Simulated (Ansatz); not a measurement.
Consider the formal loss of a carbene: `[CH3][SnH]([F])[Br]` → `[CH2]` (triplet) + `[F][SnH2][Br]`.

Calculated with Ansatz (gas phase, PBE0-D4/def2-TZVP geometries, no zero-point term in ΔE). CCSD(T)/CBS adds triple-zeta CCSD(T) − MP2 to the extrapolated MP2 energy (def2 sets, frozen cores). This one scheme is used for every species. Functionals use def2-TZVPP. B3LYP here is the variant with VWN-RPA as its local correlation; programs differ in this. Triplets are unrestricted, without spin–orbit coupling. def2 core potentials past Kr. For Br, Sn outer-core shells are correlated without core-valence functions, which leaves a few kJ/mol of doubt a bond. Scalar relativity is left out up to krypton.

`[CH3][SnH]([F])[Br]`:

```xyz
8

C     0.964   -0.633    0.366
Sn   -0.613    0.644   -0.232
F    -0.654    0.552   -2.150
Br   -2.770   -0.308    0.498
H     0.762   -1.627   -0.030
H     1.905   -0.259   -0.036
H     1.013   -0.673    1.454
H    -0.605    2.305    0.130
```

`[CH2]` (triplet):

```xyz
3

C    -0.144   -0.044   -0.231
H     0.405   -0.917    0.086
H    -0.261    0.960    0.146
```

`[F][SnH2][Br]`:

Z-matrix (Å, degrees):
```
Sn
F 1 1.914
Br 1 2.458 2 105.2
H 1 1.695 2 105.8 3 115.9
H 1 1.695 2 105.8 3 -115.9
```

```csv
level,ΔE (eV),difference from CCSD(T)/CBS
BLYP,4.74,-0.26
B3LYP,4.76,-0.24
r2SCAN0,4.64,-0.36
BHLYP,4.65,-0.35
LC-ωPBE,4.80,-0.20
RPA@PBE/def2-TZVPP,4.76,-0.24
HF/def2-TZVPP,3.36,-1.64
SCS-MP2/def2-TZVPP,5.00,0.00
MP2/def2-QZVPP,5.12,0.12
MP2/CBS(def2),5.19,0.19
CCSD(T)/CBS,5.00,0
```

Largest T1 diagnostic among the species: 0.012.

From BLYP to BHLYP (50 % exact exchange), in def2-TZVPP and without D4, ΔE moves by −0.09 eV. In def2-TZVPP, CCSD(T) changes the Hartree–Fock value by +1.49 eV (the triples alone add +0.13 eV) and MP2 by +1.67 eV.
